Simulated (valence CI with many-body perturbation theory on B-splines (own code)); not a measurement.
## Pb69+ in brief

Method: configuration interaction combined with many-body perturbation theory (CI+MBPT): three valence electrons over a frozen Dirac-Fock core [Ne], a basis of 11 s, 11 p, 10 d, 8 f, 5 g, 2 h functions for each j, with the one-electron correlation potential Σ1 (screened to all orders), the two-electron term Σ2, the three-electron term Σ3, Breit, model QED; selected single and double excitations, second order for the rest, scaled by the run's own slope (own B-spline code, finite nucleus).

No measured spectrum was set against this ion. As an estimate, large intervals hold to a few tenths of a per cent, small ones and those within an open d or f shell to about a per cent.

Levels are named by their leading jj configuration (3d3/2^4 stands for four electrons in 3d with j = 3/2), which in mixed levels can hold well under half, so a name can repeat and another be missing.

Rates and lifetimes use the calculated energies. Strong lines usually hold to 10 to 20 %, long lifetimes can be off by a factor of two.

Q: What is the ground level?

A: (3s^2 3p1/2) J=1/2, composition 100 % 3s2 3p 2P°, g = 0.642.

Q: What is the ionisation energy?

A: 8680.8 eV; NIST lists 8680 ± 50 eV (theoretical).

Q: Where does the other parity begin?

A: At (3s 3p1/2^2) J=1/2, 198.8 eV.

Q: Among levels below 4235.0 eV, which E1 lines absorb most strongly from the ground level?

A: to (3s^2 3d3/2) J=3/2 at 1.434 nm, f = 0.566; to (3s 3p1/2 3p3/2) J=1/2 at 1.520 nm, f = 0.237; to (3s 3p1/2 4p1/2) J=3/2 at 0.2973 nm, f = 0.201.

Q: Name the longest-lived excited levels whose lifetime is computed, and their main decay.

A: (3s 3p3/2 3d5/2) J=9/2 at 1725.3 eV lives 1.03 ns, mostly by M1 to (3s 3p1/2 3d5/2) J=7/2; (3s^2 3p3/2) J=3/2 at 596.2 eV lives 432 ps, mostly by E1 to (3s 3p1/2^2) J=1/2.

Q: How well does LS coupling describe the low levels?

A: Among the lowest 20 levels the leading LS term, summed over configurations, holds 60 % on average. For single configurations the figures are 58 % in LS and 92 % in jj coupling. Terms mix most in the J = 3/2 level at 1061.1 eV, where the leading one holds 32 %.
